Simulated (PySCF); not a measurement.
Excitations are Tamm–Dancoff values on a coarser integration grid. The basis has no diffuse functions, so Rydberg states are missing or too high.

Cartesian coordinates (Å):
```xyz
6

S     -1.6007     0.1056     0.2309
B      0.1119     0.5753     0.0382
S      1.5296    -0.4708    -0.2555
I      0.5186     2.6684     0.1759
H     -1.4506    -1.2236     0.0871
H      0.8911    -1.6548    -0.2767
```
Charge 0, multiplicity 1.

Q: Estimate the brightest of the four lowest singlets (TDA), total energy, HOMO, HOMO–LUMO gap, S1 excitation (TDA), LUMO, T1 excitation (TDA) and S1–T1 gap (TDA) that PBE-D3(BJ)/def2-TZVP // PBE0-D3(BJ)/def2-TZVP (PySCF 2.14.0) returns for this input.

A: 
```json
{
 "brightest of the four lowest singlets (TDA)": "4.98 eV",
 "total_energy": "-30473.45 eV",
 "HOMO": "-6.55 eV",
 "HOMO–LUMO gap": "4.43 eV",
 "S1 excitation (TDA)": "4.47 eV",
 "LUMO": "-2.12 eV",
 "T1 excitation (TDA)": "4.22 eV",
 "S1–T1 gap (TDA)": "0.25 eV"
}
```
